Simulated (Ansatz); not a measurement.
ClCuH₃N, SMILES `[NH3+][Cu-][Cl]`. Charge 0, multiplicity 1. For Cu the d shell is correlated and the shells below it are frozen. Scalar relativity is left out up to krypton.

```xyz
6

N    -0.401    0.680    0.167
Cu    0.563   -0.953   -0.235
Cl    1.596   -2.706   -0.665
H    -1.075    0.539    0.913
H    -0.910    1.020   -0.643
H     0.228    1.420    0.462
```

(1) Give the diagnostics of a CCSD(T)/def2-TZVPP run (frozen core, Ansatz 0.2.0). (Estimate.)

## Answers

(1) The calculation gave: T1 = 0.0226, largest single amplitude 0.055, largest double 0.026, (T) share of the correlation energy 4.0 %, 14 CCSD cycles. The RHF solution is stable towards an unrestricted one. T1 lies over the customary mark of 0.02 for closed shells; compounds of d metals often pass it without a breakdown.
